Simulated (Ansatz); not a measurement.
Input for Ansatz (an electronic-structure program): R-BLYP/def2-TZVPPD on Cl2FH (a complex). Files ending in .json are basis or fitting sets from the Basis Set Exchange.

Ansatz 0.2 input:
```yaml
crystal:
  periodic: [false, false, false]
  atoms:
    - {symbol: F, position_ang: [0.45494098, 0.38365637, 0.11229930]}
    - {symbol: H, position_ang: [0.33875157, -0.06119823, 0.92007403]}
    - {symbol: Cl, position_ang: [-0.36555834, 0.49030713, 4.01704265]}
    - {symbol: Cl, position_ang: [0.04587924, -1.16416521, 2.94616492]}
basis:
  gaussian:
    orbitals: def2-TZVPPD.json
hamiltonian:
  xc: {name: BLYP}
scf: {lower_state_search: off}
```

It printed:

```
WARN ansatz: RAYON_NUM_THREADS=1 ignored (pool sized by the plan → 1); use --threads N
Functional definition: BLYP
these checks for a lower state are left out or cut short: stability, starts, cluster_reference, orbital_swaps, neighbouring_geometries, increment
integrals: 0.07 GiB planned
904 factors; their error is unknown
mean field: 0.46 GiB planned
mean field evaluation 1: about -27777.5779 eV, gradient 3.9e1 eV
mean field evaluation 2: about -27702.9443 eV, gradient 1.5e2 eV
mean field evaluation 4: about -27779.4270 eV, gradient 1.1e1 eV
mean field evaluation 8: about -27779.6396 eV, gradient 1.0e-1 eV
mean field evaluation 16: about -27779.6280 eV, gradient 1.2e-4 eV
mean field -27779.62798493 eV, -1020.8824987379 hartree, gradient 4.0e-6 eV, S^2 0.000000; 0 other end points of the search recorded, 0 dependent functions left out
reference -27779.62835499 eV, -1020.8825123376 hartree; 22, 22 occupied and 137, 137 virtual orbitals, 904 factors
Total energy: -27779.62835499 eV, -1020.8825123376 hartree
Checks for a lower state left out: stability, starts, cluster_reference, orbital_swaps, neighbouring_geometries, increment
```

The calculation finished and met its thresholds.

Cost: around 1.4 core-seconds (rough).
